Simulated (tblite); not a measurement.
C5H8O2Si.
Bonds: C1–C2, C2–C3 (triple), C3–C4, C4–O5 (double), C4–C6, C6–O7, O7–Si8. Hydrogens: H9, H10, H11 on C1; H12, H13 on C6; H14, H15, H16 on Si8.

Computed with GFN2-xTB (tblite), gas phase: L-BFGS steps from a force-field or distance-geometry start until the largest atomic force falls under 0.01 eV/Å.

At the end of the run (lengths in Å): C2≡C3 1.205, C1–C2 1.439, C3–C4 1.427, O7–Si8 1.621, Si8–H14 1.452, C6–O7 1.389, Si8–H15 1.466, C6–O7–Si8 129.6°, C2–C3–C4 179.6°, C3–C4–O5 124.4°, C4–C6–O7 112.0°, C3–C4–C6–O7 -8°, C4–C6–O7–Si8 170°, H12–C6–C4–C3 -130°, H12–C6–O7–Si8 -69°.

Question: These geometries were met on the way; a selection of coordinates is given. Order them by energy above the end point, lowest first.
A. C2≡C3 1.181, C1–C2 1.480, C3–C4 1.467, O7–Si8 1.658, Si8–H14 1.487, C6–O7 1.415, Si8–H15 1.484, C6–O7–Si8 118.0°, C2–C3–C4 179.6°, C3–C4–O5 119.4°, C4–C6–O7 112.5°, C3–C4–C6–O7 -46°, C4–C6–O7–Si8 180°, H12–C6–C4–C3 -167°, H12–C6–O7–Si8 -61°
B. C2≡C3 1.288, C1–C2 1.413, C3–C4 1.400, O7–Si8 1.650, Si8–H14 1.474, C6–O7 1.409, Si8–H15 1.482, C6–O7–Si8 119.1°, C2–C3–C4 178.7°, C3–C4–O5 121.1°, C4–C6–O7 113.1°, C3–C4–C6–O7 -45°, C4–C6–O7–Si8 180°, H12–C6–C4–C3 -167°, H12–C6–O7–Si8 -60°
C. C2≡C3 1.218, C1–C2 1.452, C3–C4 1.435, O7–Si8 1.647, Si8–H14 1.470, C6–O7 1.408, Si8–H15 1.480, C6–O7–Si8 119.4°, C2–C3–C4 178.5°, C3–C4–O5 121.3°, C4–C6–O7 113.4°, C3–C4–C6–O7 -45°, C4–C6–O7–Si8 180°, H12–C6–C4–C3 -167°, H12–C6–O7–Si8 -60°
D. C2≡C3 1.205, C1–C2 1.440, C3–C4 1.430, O7–Si8 1.627, Si8–H14 1.448, C6–O7 1.392, Si8–H15 1.469, C6–O7–Si8 123.3°, C2–C3–C4 173.3°, C3–C4–O5 123.0°, C4–C6–O7 113.1°, C3–C4–C6–O7 -41°, C4–C6–O7–Si8 -178°, H12–C6–C4–C3 -165°, H12–C6–O7–Si8 -56°
E. C2≡C3 1.208, C1–C2 1.438, C3–C4 1.426, O7–Si8 1.630, Si8–H14 1.451, C6–O7 1.393, Si8–H15 1.459, C6–O7–Si8 121.3°, C2–C3–C4 175.1°, C3–C4–O5 123.6°, C4–C6–O7 115.3°, C3–C4–C6–O7 -44°, C4–C6–O7–Si8 180°, H12–C6–C4–C3 -168°, H12–C6–O7–Si8 -57°

Answer: D (0.059 eV), E (0.097 eV), C (0.174 eV), A (0.281 eV), B (0.494 eV).

```csv
step,E above end (eV),"rms distance from the end, all atoms (Å)",largest force (eV/Å),rms shift of all bonds from the end (Å)
20,0.059,0.505,0.110,0.003
8,0.097,0.526,0.348,0.005
2,0.174,0.538,1.103,0.012
0,0.281,0.540,3.891,0.023
1,0.494,0.539,7.588,0.027
```

Rows stand in the order of the answer.
